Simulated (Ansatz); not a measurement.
Sn2Ge⁺. Total charge 1; doublet. Geometry PBE0-D4/def2-TZVP; atoms count from 1.

```xyz
3

Ge    0.837   -1.055    0.046
Sn    0.003    0.927    1.443
Sn   -0.841    0.128   -1.489
```

In the def2 sets Sn takes a core potential; there is no spin–orbit coupling. The charge 1 doublet is spin-contaminated (final ⟨S²⟩ up to 1.04, 0.75 for a pure state). Another isomer (doublet) lies 0.11 eV lower at PBE0-D4/def2-TZVP; other spin states weren't run for this one.

Estimate the Mulliken populations from the PBE0/def2-TZVP orbitals of Ansatz.


| atom | charge (e) | spin (α − β) |
| --- | --- | --- |
| Ge1 | 0.09 | 0.86 |
| Sn2 | 0.46 | 0.07 |
| Sn3 | 0.46 | 0.07 |
Mulliken values depend strongly on the basis.

Where does the spin sit?

Summed by element: Ge 0.86, Sn 0.14, of 1 unpaired in all. Largest on single atoms: Ge1 0.86, Sn2 0.07, Sn3 0.07.

And the Mayer bond orders between heavy atoms (over 0.3)?

Ge1–Sn2 1.29 (2.56 Å); Ge1–Sn3 1.29 (2.56 Å); Sn2–Sn3 0.84 (3.15 Å).
